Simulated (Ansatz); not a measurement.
Cost and result for the atomization energy of `CC(Br)Br` (8 atoms, 7 bonds).

Total charge 0; spin multiplicity 1. Correlated methods include outer-core shells of Br, which these sets cover unevenly. Scalar relativity is left out up to krypton. All single points use the PBE0-D4/def2-TZVP geometry. Program: Ansatz. All runs use 4 threads of an Arm Neoverse V2 on a shared host. Times are those of one run each, without the atoms' runs, and a repeat can differ threefold. Electronic energies, without spin–orbit coupling; frozen cores. CCSD(T)/CBS adds CCSD(T) − MP2 in def2-TZVPP to the MP2 limit, and its time is that of the two runs behind it. T1 = 0.008. With those shells the extrapolation isn't a true limit. B3LYP takes the VWN-RPA correlation (the form of Gaussian; ORCA's B3LYP/G). HSE06 is the plane-wave form, built on full-range PBE exchange.

CCSD(T)/CBS is a level of theory with its own doubt, some kJ/mol a heavy atom from the limit and from the frozen cores, so smaller differences don't rank the functionals.

```csv
level,functions,wall time
LDA (SPW92)/def2-TZVPP,214,1.1 s
BLYP-D4/def2-TZVPP,214,1.9 s
PBE-D4/def2-TZVPP (with forces),214,2.3 s
BHLYP-D4/def2-TZVPP,214,3.4 s
HSE06-D4/def2-TZVPP,214,3.6 s
B3LYP-D4/def2-TZVPP (with forces),214,4.6 s
r2SCAN-D4/def2-TZVPP (with forces),214,4.9 s
r2SCANh-D4/def2-TZVPP,214,5.5 s
CCSD(T)/def2-SVP,112,8.5 s
B97M-V/def2-TZVPP,214,10 s
MP2/def2-QZVPP,412,18 s
CCSD(T)/def2-TZVPP,214,2.3 min
CCSD(T)/CBS(def2),–,2.6 min
```

**Question.** What atomization energy does each give, and how far from CCSD(T)/CBS? (An estimate is asked.)

**Answer.** The calculation gave: 
```json
{"level": "LDA (SPW92)/def2-TZVPP", "atomization (kcal/mol)": "746.2", "difference from CCSD(T)/CBS": "97.4", "per bond": "13.9"}
{"level": "BLYP-D4/def2-TZVPP", "atomization (kcal/mol)": "641.2", "difference from CCSD(T)/CBS": "-7.6", "per bond": "-1.1"}
{"level": "PBE-D4/def2-TZVPP (with forces)", "atomization (kcal/mol)": "662.7", "difference from CCSD(T)/CBS": "13.9", "per bond": "2.0"}
{"level": "BHLYP-D4/def2-TZVPP", "atomization (kcal/mol)": "624.3", "difference from CCSD(T)/CBS": "-24.5", "per bond": "-3.5"}
{"level": "HSE06-D4/def2-TZVPP", "atomization (kcal/mol)": "652.1", "difference from CCSD(T)/CBS": "3.3", "per bond": "0.5"}
{"level": "B3LYP-D4/def2-TZVPP (with forces)", "atomization (kcal/mol)": "642.6", "difference from CCSD(T)/CBS": "-6.2", "per bond": "-0.9"}
{"level": "r2SCAN-D4/def2-TZVPP (with forces)", "atomization (kcal/mol)": "649.4", "difference from CCSD(T)/CBS": "0.6", "per bond": "0.1"}
{"level": "r2SCANh-D4/def2-TZVPP", "atomization (kcal/mol)": "645.6", "difference from CCSD(T)/CBS": "-3.2", "per bond": "-0.5"}
{"level": "CCSD(T)/def2-SVP", "atomization (kcal/mol)": "611.8", "difference from CCSD(T)/CBS": "-37.0", "per bond": "-5.3"}
{"level": "B97M-V/def2-TZVPP", "atomization (kcal/mol)": "644.5", "difference from CCSD(T)/CBS": "-4.3", "per bond": "-0.6"}
{"level": "MP2/def2-QZVPP", "atomization (kcal/mol)": "654.2", "difference from CCSD(T)/CBS": "5.4", "per bond": "0.8"}
{"level": "CCSD(T)/def2-TZVPP", "atomization (kcal/mol)": "631.1", "difference from CCSD(T)/CBS": "-17.7", "per bond": "-2.5"}
{"level": "CCSD(T)/CBS(def2)", "atomization (kcal/mol)": "648.8", "difference from CCSD(T)/CBS": "0.0", "per bond": "0.0"}
```

From BLYP to BHLYP (50 % exact exchange), in def2-TZVPP and without D4, the atomization energy moves by −12.7 kcal/mol: exact exchange takes away binding that semilocal exchange gives to molecules. Leaving LDA and LC-ωPBE aside and taking each functional with its dispersion term where it has one, the values spread over 38.3 kcal/mol, from BHLYP-D4 to PBE-D4. LDA lies +88.2 kcal/mol from PBE without D4, its usual overbinding. At CCSD(T), def2-SVP lies −37.1 kcal/mol from the extrapolated value and def2-TZVPP −17.8 kcal/mol: correlation converges slowly with the basis, and small sets miss more of it in the bonded molecule than in its fragments.
